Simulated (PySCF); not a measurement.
These are TPSSh-D3(BJ)/def2-TZVP // PBE-D3(BJ)/def2-SVP run with PySCF values and carry that method's errors. Gas-phase values, no solvent. 

Reference species: [Os(NH3)4]2+ (charge +2, multiplicity 1).

```yaml
coordination_number: 4
mean_distance_from_the_central_atom_to_its_bonded_neighbours: 2.125 Å
```

Changed species: [Ru(NH3)4]2+ (M = Ru, multiplicity 1; the reference has M = Os, multiplicity 1).

Problem. What does the change do to the coordination number and mean distance from the central atom to its bonded neighbours?

Solution. the coordination number is nearly the same; the mean distance from the central atom to its bonded neighbours falls by 0.019 Å, to 2.106 Å.
